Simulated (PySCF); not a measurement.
# Continuum solvent and chemical shifts

Geometry (Å), atoms numbered from 1 in this order:
```xyz
14

C     2.834   -0.110   -0.302
O     1.461   -0.236   -0.628
C     0.609    0.101    0.330
O     0.929    0.488    1.425
C    -0.811   -0.040   -0.081
C    -1.932    0.278    0.734
C    -2.980   -0.022   -0.077
O    -2.528   -0.471   -1.254
N    -1.177   -0.485   -1.261
H     3.390   -0.403   -1.200
H     3.097   -0.765    0.542
H     3.076    0.927   -0.024
H    -1.924    0.663    1.749
H    -4.061    0.028    0.031
```

GIAO PBE0/pcSseg-1 in PySCF on one PBE0-D3(BJ)/def2-SVP conformer, non-relativistic, equivalent nuclei averaged. Solvents enter as an IEF-PCM continuum (cyclohexane with ε = 2.0, chloroform with ε = 4.7) around the gas-phase geometry. Shifts are referred to TMS computed in the same medium.

Gas phase, δ in ppm: C3 165.8, C7 163.9, C5 159.4, C6 112.1, C1 52.5, H14 8.42, H13 7.02, H10/H11/H12 3.92. Dipole moment 1.02 D.

(1) How does each δ change in the continuum?

(2) Which nuclei move most (in ppm), and what does the model miss?

## Answers

(1) 
```
      atoms                                          environment  Δδ, cyclohexane  Δδ, chloroform
         C3                                ester carbonyl carbon             +1.0            +1.7
         C7                  aromatic CH next to the ring oxygen             +1.9            +3.6
         C5  substituted aromatic carbon next to a ring nitrogen             +0.8            +1.5
         C6                                          aromatic CH             +0.6            +1.2
         C1                            methyl carbon bonded to O             +0.6            +1.2
        H14   hydrogen on an aromatic CH next to the ring oxygen            +0.17           +0.31
        H13                           hydrogen on an aromatic CH            +0.11           +0.20
H10/H11/H12              hydrogen on a methyl carbon bonded to O            +0.07           +0.12
```

Changes are relative to the gas phase. The dipole moment becomes 1.19 D in cyclohexane, 1.37 D in chloroform.

(2) C7 (aromatic CH next to the ring oxygen, +3.6 ppm) in chloroform. A continuum only polarises the solute; specific hydrogen bonds, the anisotropy of aromatic solvents and changes of geometry or conformer are outside it.
